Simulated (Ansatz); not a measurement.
The cluster Cu2H3. Total charge 0; doublet. Geometry PBE-D4/def2-TZVP.

```xyz
5

Cu    1.039    0.342   -0.495
Cu   -1.036    0.067    0.603
H     1.929   -0.609   -1.251
H    -1.939   -1.123    0.796
H     0.008    1.323    0.347
```

The 6-31G sets use Cartesian d functions. B3LYP takes the VWN-RPA correlation. The structure comes from a short search, and lower isomers may exist.

Problem. Estimate the α-spin orbital energies around the gap (eV) in Ansatz with HF/6-31G, PBE-D4/def2-SVP, PBE-D4/def2-TZVPD, B3LYP-D4/6-31G, ωB97M-V/def2-TZVP.

Solution. 
| orbital | HF/6-31G | PBE-D4/def2-SVP | PBE-D4/def2-TZVPD | B3LYP-D4/6-31G | ωB97M-V/def2-TZVP |
| --- | --- | --- | --- | --- | --- |
| HOMO−9 | -20.32 | -7.39 | -7.84 | -8.43 | -13.03 |
| HOMO−8 | -20.31 | -7.16 | -7.57 | -8.43 | -12.66 |
| HOMO−7 | -15.08 | -7.03 | -7.43 | -8.35 | -12.60 |
| HOMO−6 | -13.30 | -6.96 | -7.37 | -8.17 | -12.56 |
| HOMO−5 | -13.20 | -6.95 | -7.36 | -8.04 | -12.56 |
| HOMO−4 | -13.11 | -6.93 | -7.36 | -7.98 | -12.18 |
| HOMO−3 | -13.06 | -6.69 | -7.07 | -7.80 | -12.16 |
| HOMO−2 | -12.46 | -6.66 | -7.07 | -7.79 | -11.56 |
| HOMO−1 | -11.28 | -6.65 | -7.04 | -7.62 | -10.46 |
| HOMO | -8.96 | -6.12 | -6.44 | -7.13 | -10.06 |
| LUMO | 0.77 | -1.01 | -1.85 | -1.33 | 1.08 |
| LUMO+1 | 1.07 | -0.73 | -1.73 | -1.06 | 1.37 |
| LUMO+2 | 1.94 | -0.31 | -1.52 | -0.82 | 1.95 |
| LUMO+3 | 3.01 | 0.66 | 0.14 | 0.76 | 2.45 |
| LUMO+4 | 3.81 | 1.53 | 0.42 | 1.48 | 3.33 |
| LUMO+5 | 3.91 | 1.94 | 0.77 | 2.00 | 3.54 |
| β HOMO | -8.53 | -6.33 | -6.65 | -6.72 | -9.07 |
| β LUMO | 0.85 | -5.52 | -5.82 | -4.18 | -3.16 |
